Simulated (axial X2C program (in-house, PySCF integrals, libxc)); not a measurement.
Working with the constants of RuS

A bond curve at the PBE0 level, 2c, was computed with an axial X2C code built on PySCF integrals (basis Ru dyall-cv3z [12s12p8d5f3g], S dyall-av3z [9s8p3d2f] (cores contracted in-house)) for the state Ω = 4 (⟨Sz⟩ = 1.99, ⟨Lz⟩ = 2.01 at PBE0). Its fit gives Re = 2.0782 Å, ωe = 516.7 cm⁻¹, ωexe = 1.47 cm⁻¹ and αe = 6.298e-04 cm⁻¹; the masses are 101.9043 and 31.9721 u. Two-component means X2C with spin–orbit coupling and atomic mean-field Coulomb and Gaunt terms.

(1) Find the reduced mass, Be and the force constant.

(2) Estimate the centrifugal constant by the Kratzer relation.

(3) Where do the fundamental and the first overtone lie?

(4) A Morse curve ties αe to the other constants (Pekeris). How well does that hold?

(5) The dipole moment p changes by 4.53 D/Å at Re. What harmonic infrared intensity follows?

The state is a single determinant with fixed occupations, the lowest that a limited PBE0 search found. Density functionals use the spin component along the axis (collinear). Other states lie close and PBE0, whose exact exchange favours high spin, may order them wrongly; the determinant shown need not be the ground state. The nearest other 2c determinant of the search, Ω = 2, lies 0.61 eV up at the distance of the search. The functionals have no current-density term, which raises determinants with orbital currents, atoms included. With several unpaired electrons one determinant need not be a pure state. Open-shell Ω = 0 determinants with evenly filled partner blocks cannot be reached by this program, so the Ω shown need not be the lowest component.

## Answers

(1) From the PBE0 values: μ = 24.3366 u. Be = 16.8576/(μ Re²) = 0.1604 cm⁻¹. k = 5.8918×10⁻⁷ μ ωe² = 3.83 mdyn/Å.

(2) D = 4Be³/ωe² = 6.18e-08 cm⁻¹.

(3) ν(1←0) = ωe − 2ωexe = 513.8 cm⁻¹; ν(2←0) = 2ωe − 6ωexe = 1024.6 cm⁻¹.

(4) αe(Morse) = 6Be²/ωe × (√(ωexe/Be) − 1) = 6.056e-04 cm⁻¹; the PBE0 curve gives 6.298e-04 cm⁻¹, a ratio of 0.96.

(5) I = 42.256 × (dp/dR)²/μ = 36 km/mol.
